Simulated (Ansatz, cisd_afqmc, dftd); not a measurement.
System: GeH3, charge 0, doublet. GeH3 (SMILES [GeH3], doublet).
B3LYP-D3(BJ)/def2-TZVP minimum from Ansatz (a quantum-chemistry and plane-wave program):
```
Ge
H 1 1.5431
H 1 1.5431 2 110.72
H 1 1.5431 2 110.72 3 -123.21
```
Charge 0, spin multiplicity 2.

Wanted: atomisation energy (electronic, to ground-state atoms), in kcal/mol. UHF or UKS for unpaired electrons; spin-orbit terms are left out. Cores are frozen in correlated methods (noble-gas shells, and filled d and f shells in the p block). No relativity. The Monte Carlo rows (phaseless AFQMC, CISD trial, step 0.005/hartree) carry one-sigma bars that omit the constraint's bias. Outlying blocks are dropped, and bars are widened where a walk drifts. Over all cases where full CI ran beside it in this data, AFQMC minus full CI had a median of +0.1 mEh and passed +0.4 mEh in a tenth of the cases. CBS(X,Y): correlation extrapolated as X^-3, Hartree-Fock from the larger set (Q,5: extrapolated as (X+1)exp(-9√X)). A bracket is a step between two methods taken in the basis named. Double hybrids freeze cores in their MP2 part. For partners of very few electrons the exact lower level stands in for a higher one.

| level | program | atomisation energy (kcal/mol) | difference against the last row |
|---|---|---|---|
| B3LYP-D3(BJ)/def2-TZVPD | Ansatz + dftd3 | 206.7 | 0.6 |
| PBE0-D3(BJ)/def2-TZVPD | Ansatz + dftd3 | 202.6 | -3.5 |
| B2GP-PLYP/def2-TZVPD | Ansatz | 200.8 | -5.3 |
| CCSD(T)/CBS(cc-pVTZ,cc-pVQZ) | Ansatz | 206.4 | 0.3 |
| CCSDT(Q)/cc-pVTZ | Ansatz | 201.8 | -4.3 |
| CCSD(T)/CBS(cc-pVQZ,cc-pV5Z) + [AFQMC/CISD - CCSD(T)]/cc-pVDZ | Ansatz + cisd_afqmc | 206.2 ± 0.1 | 0.1 |
| CCSD(T)/CBS(cc-pVQZ,cc-pV5Z) + [CCSDT(Q) - CCSD(T)]/cc-pVQZ + [CCSDTQ - CCSDT(Q)]/cc-pVDZ | Ansatz | 206.1 | 0.0 |
